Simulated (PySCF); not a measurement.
C2H3BBrFO2.
Numbering: `[F:1][C@H:2]1[CH2:3][O:4][B:5]([Br:6])[O:7]1` (hydrogens: H8 on C2; H9, H10 on C3)

Method: PBE0-D3(BJ)/def2-SVP geometry optimisation, gas phase in PySCF 2.14.0; density fitting, grid level 1; the optimiser is geomeTRIC in internal coordinates, started from a GFN2-xTB structure with every atom displaced at random (about 0.01 Å).

Step 0: E = -79625.9273 eV
```
atom  x, y, z in Å  |  force x, y, z in eV/Å
F1     -1.2354   -1.2591    1.0317    0.031   0.370  -0.513
C2     -0.7379   -0.6710   -0.1096    0.517   0.108   1.317
C3     -0.5942    0.8569    0.0845    1.622  -0.650   1.528
O4      0.8532    1.0680    0.1329   -1.373   0.160  -0.059
B5      1.4344   -0.1264   -0.1063   -1.022   0.378   0.125
Br6     3.2600   -0.3260   -0.1876    1.476  -0.240  -0.069
O7      0.5577   -1.1494   -0.2979   -0.467  -0.182  -0.330
H8     -1.3722   -0.9586   -0.9335   -0.464  -0.291  -0.582
H9     -1.0195    1.1733    1.0686    0.081  -0.211  -0.604
H10    -1.0096    1.4351   -0.7138   -0.402   0.556  -0.813
```

Step 1: E = -79626.0075 eV
```
atom  x, y, z in Å  |  force x, y, z in eV/Å
F1     -1.2601   -1.2236    1.0308    0.146  -0.141   0.264
C2     -0.7208   -0.6650   -0.0814   -0.571   0.030  -0.375
C3     -0.5557    0.8470    0.1120   -0.324   0.090  -0.295
O4      0.8362    1.0558    0.2983   -0.197  -0.044  -0.143
B5      1.4338   -0.1103   -0.0451    0.261  -0.162  -0.194
Br6     3.3030   -0.3335   -0.3487   -0.125   0.096   0.189
O7      0.5630   -1.1394   -0.2931    0.112  -0.031   0.003
H8     -1.3876   -0.9650   -0.9184    0.298   0.166   0.099
H9     -1.1478    1.1563    0.9786    0.108   0.146   0.281
H10    -0.9276    1.4205   -0.7638    0.292  -0.149   0.171
```

Step 2: E = -79626.0528 eV
```
atom  x, y, z in Å  |  force x, y, z in eV/Å
F1     -1.2010   -1.2506    1.0487    0.020   0.025  -0.023
C2     -0.7346   -0.6687   -0.0898   -0.172   0.020   0.060
C3     -0.5689    0.8465    0.1072   -0.152   0.055  -0.006
O4      0.8252    1.0541    0.2339    0.033  -0.031  -0.073
B5      1.4219   -0.1147   -0.0987    0.166  -0.087   0.099
Br6     3.3042   -0.3324   -0.2323   -0.027   0.021   0.021
O7      0.5478   -1.1395   -0.3483    0.051   0.090  -0.114
H8     -1.4140   -0.9550   -0.9101    0.030   0.003   0.034
H9     -1.0977    1.1815    1.0127    0.042  -0.045  -0.004
H10    -0.9466    1.4217   -0.7542    0.006  -0.050   0.006
```

**Question.** Estimate the geometry and energy of step 3. (The exact step hangs on the optimiser's Hessian estimate; all steps are aligned on step 2, rigid shifts and turns removed.)

**Answer.** E = -79626.0574 eV, largest force 0.068 eV/Å
```
atom  x, y, z in Å  |  force x, y, z in eV/Å
F1     -1.1779   -1.2538    1.0529    0.006   0.024  -0.027
C2     -0.7386   -0.6658   -0.0926    0.039   0.007   0.055
C3     -0.5739    0.8474    0.1040    0.033   0.005   0.013
O4      0.8246    1.0552    0.2102   -0.003   0.037   0.024
B5      1.4258   -0.1169   -0.1025   -0.024   0.002  -0.008
Br6     3.3077   -0.3410   -0.1925   -0.004   0.006   0.011
O7      0.5448   -1.1289   -0.3772   -0.032  -0.030  -0.038
H8     -1.4284   -0.9500   -0.9017   -0.015  -0.040  -0.005
H9     -1.0821    1.1801    1.0212    0.002  -0.028  -0.012
H10    -0.9656    1.4165   -0.7528   -0.002   0.017  -0.013
```

The energy changes by -0.0045 eV. The first-order estimate −F·Δx gives -0.0092 eV and the mean of the old and new forces, exact on a quadratic surface, -0.0046 eV. The step makes an angle of 70° with the force vector and moves no atom by more than 0.041 Å.

What follows is the cost of the whole optimisation. The run took 60 s on an Arm Neoverse V1 with one thread, no GPU, shared host with 32 logical CPUs at a one-minute load of 8.5, and the process peaked at 0.51 GiB of memory.
